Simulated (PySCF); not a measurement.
SMILES [S](C)=O, doublet (PBE0/def2-SVP optimised geometry):

```
6

C      0.925    -0.209     0.000
S     -0.883    -0.209     0.000
O     -1.291     1.254     0.000
H      1.291     0.306    -0.900
H      1.268    -1.254     0.002
H      1.290     0.309     0.899
```

Method: PySCF with unrestricted PBE0/def2-TZVP.

Q: What are the frontier orbital energies (α orbitals alone; a β orbital can be the lowest empty one) and the dipole moment?

A: HOMO-2 -11.00 eV, HOMO-1 -8.15 eV, HOMO -6.83 eV, LUMO 0.53 eV, LUMO+1 1.27 eV; dipole moment 3.08 D.

On the same geometry unrestricted PBE/def2-TZVP in PySCF gives HOMO-2 -9.38 eV, HOMO-1 -6.59 eV, HOMO -5.31 eV, LUMO -0.52 eV, LUMO+1 0.33 eV; dipole moment 2.94 D.

Meta-Löwdin charges at PBE0/def2-TZVP: C1 -0.47, S2 0.69, O3 -0.64, H4 0.14, H5 0.14, H6 0.14.
